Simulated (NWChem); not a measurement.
System meant: InF$_{2}$, doublet; SMILES [F][In][F]

Input file for NWChem:

```
start job
memory heap 200 mb stack 900 mb global 1100 mb
geometry units angstroms noautoz
  In     0.000000     0.000000     0.317723
  F     -1.691168     0.000000    -0.696604
  F      1.691168     0.000000    -0.696604
end
basis spherical
  * library def2-svp
end
ecp
  In library def2-ecp
end
dft
  odft
  mult 2
  xc xpbe96 cpbe96
  iterations 4
  mulliken
end
task dft energy
```

End of the output:

```
     --------------------------
     Expectation value of S2:
     --------------------------
      <S2> =      0.7551 (Exact =     0.7500)

 center of mass
 --------------
 x =   0.00000000 y =   0.00000000 z =   0.03862478

 moments of inertia (a.u.)
 ------------------
         104.912237642857           0.000000000000           0.000000000000
           0.000000000000         492.989501153919           0.000000000000
           0.000000000000           0.000000000000         388.077263511062

     Multipole analysis of the density
     ---------------------------------

     L   x y z        total         alpha         beta         nuclear
     -   - - -        -----         -----         ----         -------
     0   0 0 0     -0.000000    -20.000000    -19.000000     39.000000

     1   1 0 0     -0.000000     -0.000000     -0.000000      0.000000
     1   0 1 0     -0.000000     -0.000000     -0.000000      0.000000
     1   0 0 1     -1.344555      6.604605      6.469754    -14.418914

     2   2 0 0    -22.753363   -106.933925    -99.660991    183.841554
     2   1 1 0     -0.000000     -0.000000     -0.000000      0.000000
     2   1 0 1      0.000000     -0.000000      0.000000      0.000000
     2   0 2 0    -24.837880    -13.202494    -11.635386      0.000000
     2   0 1 1     -0.000000     -0.000000     -0.000000      0.000000
     2   0 0 2    -25.429076    -35.329041    -31.041662     40.941626

 ------------------------------------------------------------------------
 dft energy failed                                                                                  0
 ------------------------------------------------------------------------
 ------------------------------------------------------------------------
  current input line :
    21: task dft energy
 ------------------------------------------------------------------------
 ------------------------------------------------------------------------
 This type of error is most commonly associated with calculations not reaching convergence criteria
 ------------------------------------------------------------------------
 For more information see the NWChem manual at https://nwchemgit.github.io

0:dft energy failed:Received an Error in Communication
```

Find the fault in this run and fix the input.

Convergence was not reached. Cause: the SCF was allowed too few iterations. This input runs:
```
start job
memory heap 200 mb stack 900 mb global 1100 mb
geometry units angstroms noautoz
  In     0.000000     0.000000     0.317723
  F     -1.691168     0.000000    -0.696604
  F      1.691168     0.000000    -0.696604
end
basis spherical
  In library def2-svp
  F library def2-svp
end
ecp
  In library def2-ecp
end
dft
  odft
  mult 2
  xc xpbe96 cpbe96
  iterations 150
  mulliken
end
task dft energy
```
It converges to -389.50122 Ha (PBE/def2-SVP with def2 effective core potentials on In, spin-unrestricted).
